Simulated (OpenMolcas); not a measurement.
## Sn+: effect of the basis set

| Quantity | Value |
| --- | --- |
| Program | OpenMolcas |
| Method | SS-CASPT2, IPEA 0.25 Eh, imaginary shift 0.1 Eh (closed shells correlated: 4d) |
| Active space | 3 electrons in 4 orbitals (5s 5p) |
| State averaging | 2S+1 = 4 odd, 1 root; 2S+1 = 2 odd, 3 roots; 2S+1 = 4 even, 3 roots; 2S+1 = 2 even, 9 roots |
| Spin-orbit coupling | RASSI with atomic mean-field integrals over the reference wave functions, term energies averaged over their components |

A. ANO-RCC-VDZP [6s5p3d1f], DKH2, point nucleus; CASPT2 step about 1.4 core-seconds
B. ANO-R1 [6s5p3d1f], X2C, finite nucleus; CASPT2 step roughly 2.1 core-seconds
C. ANO-RCC-VTZP [7s6p4d2f1g], DKH2, point nucleus; CASPT2 step of the order of 2 core-seconds
D. ANO-R2 [7s6p4d2f1g], X2C, finite nucleus; CASPT2 step about 2.2 core-seconds
E. ANO-RCC-VQZP [8s7p5d3f2g], DKH2, point nucleus; CASPT2 step about 4 core-seconds
F. ANO-R3 [8s7p5d3f2g1h], X2C, finite nucleus; CASPT2 step roughly 7 core-seconds

Energies in cm⁻¹ above 5s² 5p ²P°_1/2, the measured ground level; measured values from NIST Handbook of Basic Atomic Spectroscopic Data.

```json
{"Level": "5s² 5p ²P°_1/2", "A": "0.0", "B": "0.0", "C": "0.0", "D": "0.0", "E": "0.0", "F": "0.0", "Measured": "0.0"}
{"Level": "5s² 5p ²P°_3/2", "A": "4260", "B": "4050", "C": "3790", "D": "3790", "E": "3810", "F": "3900", "Measured": "4251"}
{"Level": "5s 5p² ⁴P_1/2", "A": "44800", "B": "44300", "C": "45550", "D": "45720", "E": "45900", "F": "45990", "Measured": "46464"}
{"Level": "5s 5p² ⁴P_3/2", "A": "46560", "B": "45960", "C": "47080", "D": "47250", "E": "47440", "F": "47580", "Measured": "48368"}
{"Level": "5s 5p² ⁴P_5/2", "A": "48900", "B": "48210", "C": "49120", "D": "49280", "E": "49450", "F": "49650", "Measured": "50730"}
{"Level": "5s 5p² ²D_3/2", "A": "65350", "B": "65600", "C": "62980", "D": "63550", "E": "62310", "F": "62750", "Measured": "58844"}
{"Level": "5s 5p² ²D_5/2", "A": "65720", "B": "65920", "C": "63300", "D": "63870", "E": "62650", "F": "63100", "Measured": "59463"}
{"Level": "5s 5p² ²S_1/2 [54 %]", "A": "77540", "B": "78000", "C": "76260", "D": "76570", "E": "75540", "F": "75890", "Measured": ""}
{"Level": "5s 5p² ²P_1/2 [54 %]", "A": "81590", "B": "81870", "C": "80060", "D": "80320", "E": "79470", "F": "79780", "Measured": ""}
{"Level": "5s 5p² ²P_3/2", "A": "82480", "B": "82690", "C": "81060", "D": "81170", "E": "80600", "F": "80840", "Measured": ""}
```

Deviations, from unrounded energies. A percentage is the sum of absolute deviations over the sum of measured energies, with the sign that they share, or ± where signs differ.

```
                  Against measurement  Levels     A     B      C      D      E     F
       mean absolute deviation (cm-1)       6  3000  3400   2000   2100   1600  1700
fine structure of the ground term (%)       1  +0.1  -4.7  -10.8  -10.8  -10.5  -8.3
             other configurations (%)       5  ±6.8  ±7.7   ±4.5   ±4.7   ±3.6  ±3.7
```

E, F lie about equally close to measurement and B furthest from it. The largest miss of E in the table is 5s 5p² ²D_3/2, by +3500 cm-1. The ranking rests on the paired levels alone, and a cruder setting can come out closer through cancelling errors.

The two smallest mean deviations differ by little beside CASPT2's spread within terms, so their order carries little weight.

Among A to F the level of the table that moves most is 5s 5p² ²D_3/2, by 3300 cm-1 (lowest in E, highest in B). Moves below CASPT2's spread within the term are not significant.

Term energies are means over components that CASPT2 splits; among the terms shown or strongly mixed into the levels shown the widest spread is 470 cm-1 (5s 5p² ²D, E). Over all roots computed the reference weight is 0.88 to 0.93 in E, 0.88 to 0.93 in F; the roots of lowest weight are the least certain, and an intruder state may touch them. Terms of s pⁿ other than that of highest spin mix with s² pⁿ⁻² d, which this space lacks; all of them can be thousands of cm-1 off, and some have no real level of that name. Measured partners are found by configuration, term and J. A level has none where our copy of the source lacks it or the pairing is in doubt (some pairs that miss far off the trend of their configuration count as doubtful), and it then counts in no deviation. Levels of configurations outside the active space are missing. The table leaves out levels that lie high or whose names do not pair safely across all columns.

A share in square brackets marks a mixed level and gives the weight of the term that names it, the lowest over the columns. ° marks odd parity.
